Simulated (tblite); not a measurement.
A geometry optimisation, step by step.

C6H12GeOSi.
SMILES with atom numbers: `[CH2:1]=[CH:2][O:3]/[CH:4]=[CH:5]/[C:6](=[CH2:7])[SiH2:8][GeH3:9]` (hydrogens: H10, H11 on C1; H12 on C2; H13 on C4; H14 on C5; H15, H16 on C7; H17, H18 on Si8; H19, H20, H21 on Ge9)

Computed with GFN2-xTB (tblite), gas phase: L-BFGS steps from a force-field or distance-geometry start until the largest atomic force falls under 0.01 eV/Å. 9 of its 112 geometries are shown.

Step 0: E = -723.3772 eV, largest atomic force 1.797 eV/Å
```
atom  x, y, z in Å  |  force x, y, z in eV/Å
C1      3.368   -1.515    2.562   -0.889   0.463  -0.212
C2      2.223   -0.956    2.136    0.717  -0.696  -0.282
O3      1.739   -1.270    0.884   -1.172   1.023   0.328
C4      0.543   -0.699    0.397    1.294  -0.401   1.180
C5      0.108   -1.028   -0.808   -0.879   0.152  -1.064
C6     -1.139   -0.489   -1.426    1.248  -0.790   0.306
C7     -1.466   -0.854   -2.665    0.003  -0.021   0.073
Si8    -2.230    0.734   -0.543   -0.510   0.101   0.392
Ge9    -1.162    2.774   -0.432    0.030   0.200   0.054
H10     3.746   -1.279    3.549   -0.045  -0.140  -0.372
H11     3.899   -2.203    1.927    0.055   0.068   0.158
H12     1.695   -0.276    2.797   -0.300   0.023  -0.428
H13    -0.012   -0.019    1.045    0.359  -0.179   0.050
H14     0.711   -1.721   -1.399   -0.290   0.216   0.101
H15    -0.856   -1.544   -3.220    0.003  -0.070  -0.229
H16    -2.361   -0.472   -3.129    0.101  -0.124  -0.092
H17    -3.502    0.888   -1.274    0.108  -0.118   0.080
H18    -2.530    0.242    0.811   -0.093  -0.035  -0.030
H19    -2.077    3.797    0.307    0.677  -0.220  -0.370
H20     0.172    2.619    0.346   -0.472   0.456  -0.371
H21    -0.878    3.287   -1.865    0.057   0.094   0.728
```

Step 14: E = -723.7253 eV, largest atomic force 0.116 eV/Å
```
atom  x, y, z in Å  |  force x, y, z in eV/Å
C1      3.319   -1.500    2.534   -0.003  -0.005  -0.007
C2      2.194   -0.964    2.086   -0.029   0.006  -0.036
O3      1.721   -1.264    0.853   -0.025   0.014  -0.029
C4      0.561   -0.716    0.418    0.011  -0.032  -0.038
C5      0.097   -1.026   -0.797   -0.014  -0.012   0.005
C6     -1.122   -0.536   -1.402    0.041   0.036   0.020
C7     -1.435   -0.890   -2.654   -0.009  -0.004   0.021
Si8    -2.249    0.682   -0.493   -0.041   0.023   0.027
Ge9    -1.170    2.761   -0.416   -0.027  -0.070   0.012
H10     3.701   -1.268    3.508   -0.015   0.022   0.020
H11     3.875   -2.186    1.922    0.038  -0.020   0.004
H12     1.602   -0.269    2.673   -0.037   0.035   0.009
H13     0.057   -0.036    1.101   -0.020  -0.014  -0.017
H14     0.698   -1.709   -1.385   -0.033  -0.015  -0.030
H15    -0.817   -1.550   -3.245    0.005   0.021   0.036
H16    -2.329   -0.523   -3.129    0.012  -0.051  -0.021
H17    -3.502    0.809   -1.257    0.085  -0.025   0.075
H18    -2.591    0.198    0.859    0.036   0.036  -0.100
H19    -1.935    3.853    0.267   -0.017   0.043   0.032
H20     0.148    2.781    0.299    0.041   0.014   0.032
H21    -0.831    3.369   -1.743   -0.001  -0.001  -0.017
```

Step 28: E = -723.7339 eV, largest atomic force 0.056 eV/Å
```
atom  x, y, z in Å  |  force x, y, z in eV/Å
C1      3.304   -1.485    2.538   -0.010   0.001   0.003
C2      2.182   -0.962    2.068   -0.001   0.001  -0.008
O3      1.721   -1.274    0.834    0.021  -0.025  -0.015
C4      0.563   -0.732    0.392    0.023  -0.005   0.024
C5      0.095   -1.035   -0.821    0.010  -0.021   0.017
C6     -1.124   -0.529   -1.409    0.029  -0.043  -0.021
C7     -1.435   -0.903   -2.655   -0.038   0.004  -0.019
Si8    -2.233    0.691   -0.481    0.043  -0.007  -0.023
Ge9    -1.161    2.771   -0.386    0.012   0.008  -0.002
H10     3.664   -1.236    3.517   -0.011   0.016   0.002
H11     3.881   -2.174    1.949    0.004  -0.002   0.002
H12     1.580   -0.263    2.641   -0.027   0.019   0.005
H13     0.051   -0.056    1.070   -0.007   0.040   0.028
H14     0.673   -1.727   -1.419    0.019   0.003  -0.015
H15    -0.804   -1.568   -3.227   -0.023   0.011   0.018
H16    -2.329   -0.561   -3.144   -0.036   0.017  -0.021
H17    -3.490    0.808   -1.228   -0.007   0.008   0.015
H18    -2.553    0.204    0.868    0.001  -0.012  -0.003
H19    -1.924    3.873    0.292   -0.005  -0.013   0.003
H20     0.163    2.809    0.325   -0.005  -0.008   0.002
H21    -0.833    3.365   -1.724    0.007   0.009   0.011
```

Step 42: E = -723.7408 eV, largest atomic force 0.041 eV/Å
```
atom  x, y, z in Å  |  force x, y, z in eV/Å
C1      3.274   -1.446    2.562    0.017  -0.007   0.011
C2      2.159   -0.952    2.047    0.016   0.010   0.027
O3      1.729   -1.295    0.809   -0.014   0.026   0.028
C4      0.578   -0.752    0.351   -0.020   0.001  -0.020
C5      0.108   -1.062   -0.860   -0.005  -0.006  -0.032
C6     -1.112   -0.545   -1.438   -0.028   0.001   0.009
C7     -1.468   -0.926   -2.670   -0.008   0.017   0.009
Si8    -2.182    0.688   -0.480    0.003  -0.014  -0.006
Ge9    -1.127    2.775   -0.359   -0.001  -0.008   0.005
H10     3.601   -1.160    3.542   -0.007   0.004   0.012
H11     3.880   -2.143    2.013    0.000   0.001  -0.013
H12     1.532   -0.247    2.589    0.005   0.001  -0.010
H13     0.066   -0.066    1.021    0.015  -0.005  -0.014
H14     0.681   -1.757   -1.459    0.005  -0.015  -0.013
H15    -0.874   -1.614   -3.253   -0.009   0.021   0.020
H16    -2.368   -0.563   -3.138   -0.002  -0.007   0.004
H17    -3.467    0.836   -1.168   -0.002  -0.014  -0.031
H18    -2.476    0.178    0.868    0.005  -0.003   0.002
H19    -1.927    3.843    0.332    0.015  -0.011   0.000
H20     0.185    2.821    0.372   -0.001   0.005  -0.004
H21    -0.800    3.404   -1.681    0.015   0.004   0.015
```

Step 56: E = -723.7429 eV, largest atomic force 0.024 eV/Å
```
atom  x, y, z in Å  |  force x, y, z in eV/Å
C1      3.263   -1.427    2.572   -0.005   0.004  -0.003
C2      2.153   -0.936    2.044   -0.003   0.000  -0.011
O3      1.734   -1.288    0.804    0.005  -0.001  -0.011
C4      0.585   -0.756    0.329    0.007   0.004  -0.001
C5      0.111   -1.077   -0.878    0.011   0.009   0.000
C6     -1.113   -0.556   -1.442    0.005   0.005   0.001
C7     -1.488   -0.931   -2.670    0.002   0.012  -0.005
Si8    -2.170    0.682   -0.478   -0.012  -0.001   0.001
Ge9    -1.109    2.767   -0.344   -0.002  -0.013   0.002
H10     3.579   -1.139    3.556   -0.005   0.006  -0.001
H11     3.875   -2.126    2.031   -0.006   0.002  -0.001
H12     1.520   -0.229    2.574    0.007   0.000   0.002
H13     0.072   -0.059    0.988   -0.003  -0.003  -0.003
H14     0.675   -1.775   -1.482    0.009  -0.011   0.019
H15    -0.903   -1.615   -3.267    0.003  -0.008   0.012
H16    -2.393   -0.565   -3.122   -0.012  -0.002  -0.008
H17    -3.450    0.824   -1.181   -0.002   0.010   0.003
H18    -2.463    0.171    0.869   -0.008   0.004  -0.008
H19    -1.915    3.825    0.356    0.011  -0.002  -0.001
H20     0.199    2.812    0.395   -0.003  -0.008   0.003
H21    -0.771    3.415   -1.654    0.000  -0.006   0.010
```

Step 69: E = -723.7448 eV, largest atomic force 0.039 eV/Å
```
atom  x, y, z in Å  |  force x, y, z in eV/Å
C1      3.252   -1.405    2.572    0.003   0.007   0.003
C2      2.152   -0.908    2.026    0.020  -0.001   0.025
O3      1.744   -1.262    0.783    0.009   0.005   0.035
C4      0.592   -0.739    0.309    0.003   0.009   0.007
C5      0.110   -1.079   -0.888   -0.014   0.011  -0.003
C6     -1.119   -0.563   -1.447   -0.030   0.003  -0.007
C7     -1.502   -0.944   -2.670    0.010   0.014  -0.011
Si8    -2.183    0.674   -0.486    0.019  -0.002  -0.005
Ge9    -1.087    2.736   -0.311   -0.003  -0.005   0.006
H10     3.554   -1.110    3.559   -0.003  -0.004  -0.029
H11     3.868   -2.111    2.045   -0.029   0.023   0.012
H12     1.518   -0.192    2.547    0.022  -0.021  -0.018
H13     0.084   -0.029    0.958   -0.004  -0.010   0.008
H14     0.670   -1.790   -1.482   -0.018   0.010  -0.002
H15    -0.915   -1.628   -3.265   -0.021  -0.002  -0.007
H16    -2.410   -0.578   -3.117    0.009  -0.028  -0.017
H17    -3.448    0.847   -1.208    0.014  -0.002   0.005
H18    -2.507    0.158    0.852    0.000  -0.012  -0.004
H19    -1.872    3.805    0.396    0.004   0.000   0.002
H20     0.216    2.743    0.438    0.001   0.000   0.002
H21    -0.725    3.392   -1.610    0.008   0.005   0.000
```

Step 83: E = -723.7465 eV, largest atomic force 0.034 eV/Å
```
atom  x, y, z in Å  |  force x, y, z in eV/Å
C1      3.240   -1.375    2.571    0.008   0.004   0.002
C2      2.147   -0.878    2.014   -0.008  -0.003  -0.015
O3      1.739   -1.246    0.775   -0.008  -0.016  -0.012
C4      0.585   -0.729    0.295    0.003   0.002   0.004
C5      0.102   -1.075   -0.901    0.005  -0.015   0.022
C6     -1.131   -0.568   -1.464    0.011  -0.003   0.025
C7     -1.517   -0.965   -2.681    0.010   0.007   0.003
Si8    -2.182    0.671   -0.495   -0.015   0.008   0.012
Ge9    -1.058    2.715   -0.274   -0.001   0.000   0.001
H10     3.542   -1.068    3.552    0.004   0.018   0.026
H11     3.854   -2.093    2.060   -0.005  -0.014  -0.031
H12     1.518   -0.151    2.522   -0.002   0.005   0.000
H13     0.078   -0.020    0.945   -0.020  -0.001  -0.013
H14     0.657   -1.793   -1.490    0.011   0.011  -0.006
H15    -0.934   -1.656   -3.269    0.008  -0.016  -0.008
H16    -2.428   -0.611   -3.131   -0.011   0.004   0.000
H17    -3.439    0.876   -1.223    0.007   0.000   0.000
H18    -2.521    0.123    0.828    0.002   0.014  -0.018
H19    -1.831    3.787    0.440    0.003  -0.007  -0.001
H20     0.239    2.691    0.487   -0.006   0.000   0.000
H21    -0.670    3.383   -1.560    0.004   0.000   0.006
```

Step 97: E = -723.7479 eV, largest atomic force 0.011 eV/Å
```
atom  x, y, z in Å  |  force x, y, z in eV/Å
C1      3.238   -1.349    2.557    0.007   0.000   0.003
C2      2.141   -0.852    2.009    0.008  -0.007   0.002
O3      1.719   -1.246    0.782    0.008   0.003  -0.002
C4      0.567   -0.732    0.298   -0.004  -0.009   0.005
C5      0.097   -1.076   -0.904   -0.008   0.000   0.001
C6     -1.136   -0.575   -1.469   -0.004   0.000  -0.007
C7     -1.521   -0.982   -2.683   -0.004  -0.004   0.001
Si8    -2.186    0.673   -0.509    0.002   0.002  -0.009
Ge9    -1.036    2.696   -0.248    0.003  -0.002   0.000
H10     3.564   -1.030    3.528   -0.002   0.007  -0.001
H11     3.830   -2.084    2.042    0.008   0.002   0.008
H12     1.524   -0.109    2.508    0.003  -0.008  -0.007
H13     0.045   -0.033    0.947   -0.005  -0.004   0.001
H14     0.667   -1.780   -1.496   -0.003   0.003   0.006
H15    -0.938   -1.682   -3.263   -0.003   0.007  -0.001
H16    -2.432   -0.634   -3.138    0.002  -0.001   0.003
H17    -3.427    0.902   -1.255   -0.003   0.001  -0.007
H18    -2.555    0.122    0.804   -0.003   0.003   0.000
H19    -1.802    3.767    0.475   -0.002   0.002  -0.005
H20     0.249    2.642    0.532    0.002   0.001   0.002
H21    -0.617    3.378   -1.517   -0.002   0.003   0.008
```

Step 111: E = -723.7487 eV, largest atomic force 0.009 eV/Å
```
atom  x, y, z in Å  |  force x, y, z in eV/Å
C1      3.246   -1.328    2.550    0.002  -0.004   0.007
C2      2.144   -0.844    1.999   -0.004   0.005  -0.007
O3      1.714   -1.252    0.780   -0.003  -0.004   0.000
C4      0.555   -0.747    0.301   -0.003  -0.001   0.000
C5      0.089   -1.082   -0.904    0.003  -0.001   0.001
C6     -1.145   -0.583   -1.471    0.003   0.002   0.001
C7     -1.529   -0.994   -2.684    0.000   0.001   0.003
Si8    -2.189    0.679   -0.525   -0.001   0.001   0.002
Ge9    -1.020    2.687   -0.231    0.001   0.001  -0.002
H10     3.570   -0.988    3.514    0.007  -0.002   0.002
H11     3.840   -2.071    2.050    0.000   0.008  -0.002
H12     1.531   -0.093    2.491   -0.002  -0.007  -0.002
H13     0.024   -0.063    0.958    0.000   0.004  -0.001
H14     0.666   -1.776   -1.502    0.001  -0.004  -0.001
H15    -0.948   -1.697   -3.261   -0.002   0.000   0.000
H16    -2.439   -0.644   -3.140    0.000   0.000  -0.001
H17    -3.416    0.926   -1.291    0.003   0.003  -0.002
H18    -2.587    0.135    0.782   -0.001  -0.003  -0.002
H19    -1.790    3.753    0.494    0.000   0.004  -0.001
H20     0.252    2.614    0.569   -0.001   0.001   0.001
H21    -0.577    3.386   -1.482   -0.002  -0.003   0.003
```

Q: Summarise the path.

A: The energy falls by 0.3715 eV from step 0 to step 111; nine tenths of that is first reached at step 10. It falls at every step. The largest force goes from 1.797 to 0.009 eV/Å. Among the bonds O3–C4 changes most, from 1.411 to 1.352 Å; the atoms move by 0.227 Å rms after alignment.

Q: Follow the three bonds and two angles with the largest change from start to end.

A: 
```json
{"step": "0", "E above end (eV)": "0.3715", "largest force (eV/Å)": "1.797", "O3–C4 (Å)": "1.411", "Ge9–H19 (Å)": "1.560", "Ge9–H21 (Å)": "1.549", "H20–Ge9–H21 (°)": "109.8", "H19–Ge9–H20 (°)": "109.4"}
{"step": "5", "E above end (eV)": "0.0918", "largest force (eV/Å)": "0.433", "O3–C4 (Å)": "1.353", "Ge9–H19 (Å)": "1.479", "Ge9–H21 (Å)": "1.482", "H20–Ge9–H21 (°)": "106.1", "H19–Ge9–H20 (°)": "106.2"}
{"step": "10", "E above end (eV)": "0.0345", "largest force (eV/Å)": "0.245", "O3–C4 (Å)": "1.353", "Ge9–H19 (Å)": "1.506", "Ge9–H21 (Å)": "1.504", "H20–Ge9–H21 (°)": "102.2", "H19–Ge9–H20 (°)": "102.2"}
{"step": "14", "E above end (eV)": "0.0234", "largest force (eV/Å)": "0.116", "O3–C4 (Å)": "1.355", "Ge9–H19 (Å)": "1.498", "Ge9–H21 (Å)": "1.498", "H20–Ge9–H21 (°)": "102.6", "H19–Ge9–H20 (°)": "102.8"}
{"step": "19", "E above end (eV)": "0.0190", "largest force (eV/Å)": "0.064", "O3–C4 (Å)": "1.352", "Ge9–H19 (Å)": "1.503", "Ge9–H21 (Å)": "1.502", "H20–Ge9–H21 (°)": "102.5", "H19–Ge9–H20 (°)": "102.7"}
{"step": "24", "E above end (eV)": "0.0167", "largest force (eV/Å)": "0.062", "O3–C4 (Å)": "1.353", "Ge9–H19 (Å)": "1.502", "Ge9–H21 (Å)": "1.499", "H20–Ge9–H21 (°)": "102.7", "H19–Ge9–H20 (°)": "102.7"}
{"step": "29", "E above end (eV)": "0.0144", "largest force (eV/Å)": "0.059", "O3–C4 (Å)": "1.353", "Ge9–H19 (Å)": "1.503", "Ge9–H21 (Å)": "1.500", "H20–Ge9–H21 (°)": "102.6", "H19–Ge9–H20 (°)": "102.4"}
{"step": "34", "E above end (eV)": "0.0120", "largest force (eV/Å)": "0.068", "O3–C4 (Å)": "1.353", "Ge9–H19 (Å)": "1.503", "Ge9–H21 (Å)": "1.499", "H20–Ge9–H21 (°)": "102.7", "H19–Ge9–H20 (°)": "102.3"}
{"step": "39", "E above end (eV)": "0.0091", "largest force (eV/Å)": "0.074", "O3–C4 (Å)": "1.353", "Ge9–H19 (Å)": "1.501", "Ge9–H21 (Å)": "1.499", "H20–Ge9–H21 (°)": "103.0", "H19–Ge9–H20 (°)": "102.6"}
{"step": "43", "E above end (eV)": "0.0077", "largest force (eV/Å)": "0.039", "O3–C4 (Å)": "1.352", "Ge9–H19 (Å)": "1.503", "Ge9–H21 (Å)": "1.500", "H20–Ge9–H21 (°)": "103.0", "H19–Ge9–H20 (°)": "102.6"}
{"step": "48", "E above end (eV)": "0.0067", "largest force (eV/Å)": "0.031", "O3–C4 (Å)": "1.353", "Ge9–H19 (Å)": "1.502", "Ge9–H21 (Å)": "1.500", "H20–Ge9–H21 (°)": "102.6", "H19–Ge9–H20 (°)": "102.5"}
{"step": "53", "E above end (eV)": "0.0062", "largest force (eV/Å)": "0.023", "O3–C4 (Å)": "1.352", "Ge9–H19 (Å)": "1.502", "Ge9–H21 (Å)": "1.500", "H20–Ge9–H21 (°)": "102.5", "H19–Ge9–H20 (°)": "102.4"}
{"step": "58", "E above end (eV)": "0.0057", "largest force (eV/Å)": "0.028", "O3–C4 (Å)": "1.352", "Ge9–H19 (Å)": "1.503", "Ge9–H21 (Å)": "1.500", "H20–Ge9–H21 (°)": "102.7", "H19–Ge9–H20 (°)": "102.5"}
{"step": "63", "E above end (eV)": "0.0051", "largest force (eV/Å)": "0.020", "O3–C4 (Å)": "1.352", "Ge9–H19 (Å)": "1.502", "Ge9–H21 (Å)": "1.500", "H20–Ge9–H21 (°)": "102.8", "H19–Ge9–H20 (°)": "102.4"}
{"step": "68", "E above end (eV)": "0.0042", "largest force (eV/Å)": "0.041", "O3–C4 (Å)": "1.352", "Ge9–H19 (Å)": "1.502", "Ge9–H21 (Å)": "1.499", "H20–Ge9–H21 (°)": "102.7", "H19–Ge9–H20 (°)": "102.4"}
{"step": "72", "E above end (eV)": "0.0034", "largest force (eV/Å)": "0.031", "O3–C4 (Å)": "1.352", "Ge9–H19 (Å)": "1.503", "Ge9–H21 (Å)": "1.500", "H20–Ge9–H21 (°)": "102.6", "H19–Ge9–H20 (°)": "102.4"}
{"step": "77", "E above end (eV)": "0.0028", "largest force (eV/Å)": "0.024", "O3–C4 (Å)": "1.353", "Ge9–H19 (Å)": "1.502", "Ge9–H21 (Å)": "1.499", "H20–Ge9–H21 (°)": "102.6", "H19–Ge9–H20 (°)": "102.4"}
{"step": "82", "E above end (eV)": "0.0024", "largest force (eV/Å)": "0.030", "O3–C4 (Å)": "1.353", "Ge9–H19 (Å)": "1.503", "Ge9–H21 (Å)": "1.500", "H20–Ge9–H21 (°)": "102.6", "H19–Ge9–H20 (°)": "102.4"}
{"step": "87", "E above end (eV)": "0.0016", "largest force (eV/Å)": "0.024", "O3–C4 (Å)": "1.352", "Ge9–H19 (Å)": "1.502", "Ge9–H21 (Å)": "1.499", "H20–Ge9–H21 (°)": "102.6", "H19–Ge9–H20 (°)": "102.3"}
{"step": "92", "E above end (eV)": "0.0012", "largest force (eV/Å)": "0.031", "O3–C4 (Å)": "1.352", "Ge9–H19 (Å)": "1.502", "Ge9–H21 (Å)": "1.500", "H20–Ge9–H21 (°)": "102.5", "H19–Ge9–H20 (°)": "102.2"}
{"step": "97", "E above end (eV)": "0.0008", "largest force (eV/Å)": "0.011", "O3–C4 (Å)": "1.351", "Ge9–H19 (Å)": "1.502", "Ge9–H21 (Å)": "1.500", "H20–Ge9–H21 (°)": "102.5", "H19–Ge9–H20 (°)": "102.2"}
{"step": "101", "E above end (eV)": "0.0004", "largest force (eV/Å)": "0.021", "O3–C4 (Å)": "1.352", "Ge9–H19 (Å)": "1.502", "Ge9–H21 (Å)": "1.500", "H20–Ge9–H21 (°)": "102.6", "H19–Ge9–H20 (°)": "102.5"}
{"step": "106", "E above end (eV)": "0.0001", "largest force (eV/Å)": "0.021", "O3–C4 (Å)": "1.352", "Ge9–H19 (Å)": "1.503", "Ge9–H21 (Å)": "1.499", "H20–Ge9–H21 (°)": "102.5", "H19–Ge9–H20 (°)": "102.3"}
{"step": "111", "E above end (eV)": "0.0000", "largest force (eV/Å)": "0.009", "O3–C4 (Å)": "1.352", "Ge9–H19 (Å)": "1.502", "Ge9–H21 (Å)": "1.500", "H20–Ge9–H21 (°)": "102.5", "H19–Ge9–H20 (°)": "102.2"}
```

The cost below is that of the whole relaxation. On an Arm Neoverse N1 with one thread, shared host with 64 logical CPUs at a one-minute load of 61, this took 1.8 s.
